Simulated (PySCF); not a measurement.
## Dipole response of Re³⁺ (rhenium, charge +3)

[Xe] 4f14 5d4, high-spin 5D determinant. All numbers are calculated (PySCF 2.14, a scalar-relativistic core potential, in aug-cc-pVQZ-PP with ECP60MDF). Coupled (time-dependent) response in atomic units; α is the mean over directions.

```tsv
method	mean α (bohr³)	α xx, yy, zz	C₆ (like pair)	S(−4)
PBEsol	7.542	7.234, 7.234, 8.159	39.45	16.07
```

S(−4) is the Cauchy moment in α(ω) = α(0) + S(−4) ω² + …

Spin-orbit coupling is absent.

α(iu) at PBEsol:

```json
{"u (hartree)": "0", "α(iu) (bohr³)": "7.542"}
{"u (hartree)": "0.0500", "α(iu) (bohr³)": "7.503"}
{"u (hartree)": "0.100", "α(iu) (bohr³)": "7.388"}
{"u (hartree)": "0.200", "α(iu) (bohr³)": "6.984"}
{"u (hartree)": "0.300", "α(iu) (bohr³)": "6.456"}
{"u (hartree)": "0.500", "α(iu) (bohr³)": "5.386"}
{"u (hartree)": "0.750", "α(iu) (bohr³)": "4.301"}
{"u (hartree)": "1.00", "α(iu) (bohr³)": "3.489"}
{"u (hartree)": "1.50", "α(iu) (bohr³)": "2.398"}
{"u (hartree)": "2.00", "α(iu) (bohr³)": "1.727"}
{"u (hartree)": "3.00", "α(iu) (bohr³)": "0.9933"}
{"u (hartree)": "5.00", "α(iu) (bohr³)": "0.4339"}
```

A single London oscillator, α(iu) = α/(1 + u²/ω²), gives C₆ = (3/4) ω α². Matching the computed C₆ needs ω = 4 × 39.45 / (3 × 7.542²) = 0.925 hartree.

For an ion, C₆ is the dispersion term alone; charge-induced terms of lower order in 1/R come first.

The components differ because the open shell of this determinant is not spherical; for a pure term their mean is the scalar polarisability.

Energies and moments cover only the electrons outside the core potential. Spin-orbit coupling, absent here, splits the open shell strongly.
